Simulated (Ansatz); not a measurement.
# BH9SSi3: where a starting geometry ends

The starting geometry of this gas-phase singlet was optimised with GFN2-xTB; its bonds are those of `B[SiH2][SiH2][SiH2]S`.

```xyz
14

B    -2.0825   -0.4874    1.0700
S    -0.5266    2.2563   -1.8720
Si   -0.4608   -1.5135    0.7951
Si    0.3030   -1.2518   -1.4138
Si    1.1290    0.8547   -1.9147
H    -3.1412   -0.9464    0.8705
H    -2.0438    0.6382    1.3892
H    -0.5545   -2.9696    1.0160
H     0.6993   -1.1380    1.6294
H    -0.7744   -1.5498   -2.3792
H     1.3555   -2.2103   -1.7784
H     1.9887    1.4511   -0.8987
H     1.7695    1.1076   -3.2073
H    -1.2066    1.7218   -2.8745
```

Q: Predict what becomes of its bonds when it is optimised with r2SCAN-D4/def2-SVP.

A: A new bond forms, giving a structure given below by its coordinates. Contacts that close: B1–S2 (4.31 → 2.00 Å).

The energy falls by 1.08 eV over 47 steps:

| step | E − E(last) (eV) |
| --- | --- |
| 1 | 1.085 |
| 6 | 0.793 |
| 11 | 0.424 |
| 16 | 0.104 |
| 21 | 0.089 |
| 27 | 0.069 |
| 32 | 0.034 |
| 37 | 0.006 |
| 42 | 0.000 |
| 47 | 0.000 |

Final geometry (Å):

```xyz
14

B    -1.1790    0.3751    0.7399
S    -1.2671    1.4082   -0.9724
Si   -0.8715   -1.5606    0.2410
Si    0.9784   -1.4458   -1.2192
Si    0.6231    0.7469   -2.0036
H    -2.2336    0.6258    1.2903
H    -0.2115    0.8874    1.2784
H    -1.9712   -2.1532   -0.6006
H    -0.5769   -2.5341    1.3412
H     1.0422   -2.3584   -2.4037
H     2.3124   -1.4413   -0.5409
H     1.5795    1.7895   -1.5318
H     0.3344    0.9662   -3.4526
H    -2.1045    0.6570   -1.7345
```

No frequencies were run, so the end isn't proven a minimum. Run with Ansatz 0.2.0, 110 s on 2 threads of Intel(R) Xeon(R) 6975P-C (Granite Rapids), on a shared host.
